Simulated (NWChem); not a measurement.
C₂H₉NSi; SMILES C[SiH](C)N

```xyz
13

Si    -0.0655    -0.0127     0.3418
C      0.1384     1.7689    -0.2437
C      1.4463    -1.0059    -0.1609
N     -1.4734    -0.8388    -0.2618
H     -0.2127     0.0120     1.8331
H      0.2543     1.8198    -1.3388
H     -0.7351     2.3821     0.0298
H      1.0289     2.2343     0.2101
H      1.3799    -2.0384     0.2140
H      1.5433    -1.0486    -1.2583
H      2.3687    -0.5521     0.2344
H     -1.5241    -1.0778    -1.2465
H     -2.3894    -0.5642     0.0759
```
Atoms are numbered in this order, from 1.

Level: PBE0/def2-SVP (NWChem), optimised geometry, unscaled harmonic frequencies. 

Q: List the harmonic frequencies with IR intensities, and the thermochemistry.

A: 
```tsv
frequency (cm⁻¹)	IR intensity (km/mol)
148	13.5
152	0.4
171	0.1
209	3.2
249	4.6
271	10.3
399	206.6
602	8.7
638	2.5
679	11.4
692	4.7
760	59.8
802	1.6
854	47.8
885	66.5
908	158.2
936	197.5
1258	42.9
1264	26.1
1424	0.1
1425	1.5
1433	3.8
1438	8.4
1548	43.0
2207	161.4
3047	4.2
3055	3.1
3148	5.1
3153	8.3
3154	7.0
3170	3.8
3603	20.2
3700	22.9
```

```
Quantity                                                                            Value
-----------------------------------------------------------------------  ----------------
zero-point energy                                                           67.7 kcal/mol
thermal correction to the enthalpy at 298.15 K (with zero-point energy)     73.0 kcal/mol
heat capacity Cv                                                         26.3 cal/(mol K)
entropy at 298.15 K and 1 atm (symmetry number 1)                        81.2 cal/(mol K)
dipole moment                                                                      1.31 D
```

Rigid rotor and harmonic oscillator.
